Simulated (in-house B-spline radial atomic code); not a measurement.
**How G0W0 and RPA depend on the start: neutral cadmium**

Configuration [Kr] 4d10 5s2. Computed with a B-spline radial code for spherical atoms: all electrons, non-relativistic, point nucleus, each spin shell either full or empty, empty states to l = 9 with an (l + 1/2)⁻⁴ tail; G0W0 by contour deformation at full frequency.

Without relativity these are model numbers: it shifts the levels of so heavy an element strongly and can reorder them.

```tsv
start	mean-field 5s (eV)	G0W0 (eV)	QP weight	RPA correlation (Eh)
Hartree-Fock	-7.207	-8.446	0.942	-3.3575
LDA VWN5	-5.557	?	?	?
PBE	-5.279	-8.474	0.802	-3.6933
PBE0	-5.949	-8.533	0.881	-3.5978
r2SCAN	-5.455	-8.591	0.880	-3.6348
HSE06	-5.632	?	?	?
B3LYP (VWN-RPA)	-5.950	-8.571	0.874	-3.619
SCAN	-5.548	-8.607	0.888	-3.6355
TPSS	-5.191	-8.443	0.795	-3.6766
BHandHLYP	-6.599	-8.538	0.914	-3.5132
CAM-B3LYP	-7.154	-8.617	0.926	-3.5706
LC-wPBE	-8.019	-8.581	0.944	-3.5597
wB97X	-8.041	-8.620	0.944	-3.5449
PBEsol	-5.315	-8.501	0.812	-3.6965
BLYP	-5.264	-8.495	0.796	-3.6962
r2SCAN0	-6.114	-8.561	0.904	-3.5602
LDA exchange-only	-4.567	-8.334	0.668	-3.6997
```

Question: What G0W0 level, weight and RPA correlation energy follow from the LDA VWN5 start?

Answer: G0W0 level -8.571 eV, weight 0.835, RPA correlation -3.7014 hartree.

Question: What G0W0 level, weight and RPA correlation energy follow from the HSE06 start?

Answer: G0W0 level -8.502 eV, weight 0.852, RPA correlation -3.61 hartree.

Question: How much of the dependence on the start does G0W0 remove?

Answer: The mean-field levels span 3.47 eV and the G0W0 levels 0.286 eV. Against 8.994 eV (NIST, measured) the G0W0 removal energies are off by -0.66 to -0.37 eV, with relativity, Breit and QED terms left out.
